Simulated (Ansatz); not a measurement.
Total energies of `[CH3][Ga]([CH3])[SiH2][AlH2]`.

Z-matrix (Å, degrees):
```
C
Ga 1 1.975
H 1 1.095 2 108.9
H 1 1.092 2 111.8 3 118.9
H 1 1.091 2 111.8 3 -118.2
C 2 1.975 1 120.3 3 -97.2
Si 2 2.420 1 119.6 3 80.4
H 6 1.093 2 111.2 1 33.3
H 6 1.091 2 112.6 1 156.3
H 6 1.095 2 108.7 1 -84.6
Al 7 2.435 2 110.4 1 -87.5
H 7 1.495 2 109.6 1 151.6
H 7 1.495 2 109.8 1 33.6
H 11 1.591 7 120.7 2 87.6
H 11 1.591 7 120.7 2 -87.9
```

Charge 0, multiplicity 1. Correlated methods include outer-core shells of Ga, which these sets cover unevenly. Scalar relativity is left out up to krypton. All single points use the PBE0-D4/def2-TZVP geometry. It is one conformer, not always the lowest. Basis def2-TZVPP, Ansatz.

RPA on PBE orbitals: Hartree–Fock energy of these orbitals -2535.61307 Eh, correlation -1.40758 Eh (frozen core).

```tsv
functional	energy without D4 (Eh)	D4 term (kJ/mol)
r2SCAN	-2538.92235	-8.3
B3LYP	-2539.14747	-51.9
```

(1) Give the same for LDA (SPW92), PBE, revPBE, BLYP, B97M-V, PBE0, r2SCANh, r2SCAN0, HSE06 (plane-wave form), BHLYP, CAM-B3LYP, LC-ωPBE, ωB97X-V, ωB97M-V, B2PLYP, PBE-QIDH. (Best estimate.)

B3LYP takes the VWN-RPA correlation (the form of Gaussian; ORCA's B3LYP/G). HSE06 is the plane-wave form, built on full-range PBE exchange. The double hybrids freeze the cores in their second-order part.

Answers

(1) Ansatz gave: 
```tsv
functional	energy without D4 (Eh)	D4 term (kJ/mol)
LDA (SPW92)	-2532.98673	–
PBE	-2538.33441	-32.2
revPBE	-2538.76361	-81.4
BLYP	-2539.04773	-67.1
B97M-V	-2538.54929	–
PBE0	-2538.44697	-28.0
r2SCANh	-2538.90564	-9.1
r2SCAN0	-2538.88234	-10.1
HSE06 (plane-wave form)	-2538.42780	-26.6
BHLYP	-2538.95924	-46.0
CAM-B3LYP	-2539.11419	-29.2
LC-ωPBE	-2538.56897	–
ωB97X-V	-2538.75552	–
ωB97M-V	-2538.82722	–
B2PLYP	-2538.35048	–
PBE-QIDH	-2537.92427	–
```

LC-ωPBE has ω = 0.4 bohr⁻¹.
